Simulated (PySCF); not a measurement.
These 2 structures share the formula C5H13BSSi. Level of theory: PBE0-D3(BJ)/def2-SVP geometry optimisation, gas phase (PySCF 2.14.0). One conformer each; no zero-point energy, no entropy. No frequencies were run at this level. Point groups hold within 0.08 Å.

Question: Rank from lowest to highest electronic energy at this level (kcal/mol).
A. `[SiH3:1][S:2][B:3]1[CH2:4][CH2:5][CH2:6][CH2:7][CH2:8]1` with Si1–S2–B3–C4 175°, S2–B3–C4–C5 153°, B3–C4–C5–C6 45°, C4–C5–C6–C7 -59°, C5–C6–C7–C8 59°
B. `[SiH3:1][S:2][C@@H:3]1[BH:4][CH2:5][CH2:6][CH2:7][CH2:8]1` with Si1–S2–C3–B4 59°, S2–C3–B4–C5 -156°, C3–B4–C5–C6 21°, B4–C5–C6–C7 -38°, C5–C6–C7–C8 60°

Answer: A (0.0), B (34.8).

```json
{"SMILES": "[SiH3]SB1CCCCC1", "E (Eh)": "-910.06920", "E rel (kcal/mol)": "0.0", "dipole (D)": "1.35", "point group": "C1", "A, B, C (MHz)": "2836, 772.2, 631.2"}
{"SMILES": "[SiH3]S[C@@H]1BCCCC1", "E (Eh)": "-910.01370", "E rel (kcal/mol)": "34.8", "dipole (D)": "2.00", "point group": "C1", "A, B, C (MHz)": "2382, 863.7, 809.9"}
```

Question: How do the relative energies change in single points at PBE0/pcSseg-1 (no added dispersion term) on the same geometries?

Answer: 
```json
{"SMILES": "[SiH3]SB1CCCCC1", "PBE0-D3(BJ)/def2-SVP (kcal/mol)": "0.0", "PBE0/pcSseg-1 (kcal/mol)": "0.0", "shift": "0.0"}
{"SMILES": "[SiH3]S[C@@H]1BCCCC1", "PBE0-D3(BJ)/def2-SVP (kcal/mol)": "34.8", "PBE0/pcSseg-1 (kcal/mol)": "33.8", "shift": "-1.0"}
```

Each column counts from its own lowest isomer. The order is unchanged; the largest shift is 1.0 kcal/mol.
